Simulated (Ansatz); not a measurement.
Spectroscopic constants of MgB+, closed-shell singlet (lowest of 2S+1 = 1, 3 at CCSD(T)/def2-TZVPP on PBE0 minima; our sources give no spin for the ground state, which may be another).

Constants: fifth-degree fit in 1/R to seven points, most abundant isotopes. Runs in def2 and cc sets follow the lowest solution found near the PBE0 minimum. The singlet is held restricted. HF and MP2 rows in def2 and cc sets belong to the determinant that coupled cluster picked by its CCSD energy.

Correlated levels freeze the inner cores; with def2 sets outer-core shells near the valence are correlated too.

The values were computed with Ansatz (Gaussian orbitals). Values without a source in brackets are computed.

Question: What bond length and harmonic frequency does SCS-MP2/def2-QZVPP give?

Answer: r_e = 2.552 Å, ω_e = 350 cm⁻¹.

Question: What bond length and harmonic frequency does CCSD/def2-QZVPP give?

Answer: r_e = 2.563 Å, ω_e = 345 cm⁻¹.

Question: What bond length and harmonic frequency does CCSD(T)/def2-QZVPP give?

Answer: r_e = 2.565 Å, ω_e = 341 cm⁻¹.

Doubts at one or more of the structures used: a restricted determinant that unrestricted orbitals would lower (SCS-MP2/def2-QZVPP, CCSD/def2-QZVPP, CCSD(T)/def2-QZVPP).

Ansatz is a first-principles code.
